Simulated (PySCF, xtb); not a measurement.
C₄H₁₁NSi, SMILES CNC1([SiH3])CC1.

The structure is a stationary point at B3LYP-D3(BJ)/def2-SVP. The structure was generated by enumeration, and PubChem lists no compound with its InChIKey, so it may never have been made. One conformer was computed; it need not be the lowest.

The numbers are results of IEF-PCM-ωB97X/def2-SVP run with PySCF, not measurements.

The values are the electrostatic part of the solvation free energy, E(continuum) − E(gas) at the gas-phase geometry, in a cavity of scaled van der Waals radii (PySCF's table); cavitation and dispersion terms are not included. In vacuum the orbital gap is 11.67 eV. The dipole moment in vacuum is 0.44 D.

```json
[
 {"solvent": "water", "ε": "78.36", "ΔG(elec) (kcal/mol)": "-2.5", "dipole (D)": "0.53", "gap (eV)": "11.77"},
 {"solvent": "dichloromethane", "ε": "8.93", "ΔG(elec) (kcal/mol)": "-2.1", "dipole (D)": "0.51", "gap (eV)": "11.75"},
 {"solvent": "acetonitrile", "ε": "35.69", "ΔG(elec) (kcal/mol)": "-2.5", "dipole (D)": "0.52", "gap (eV)": "11.76"}
]
```

For comparison, GFN2-xTB/ALPB(water) (xtb, at the GFN2-xTB geometry, all terms of that model) gives -1.0 kcal/mol.
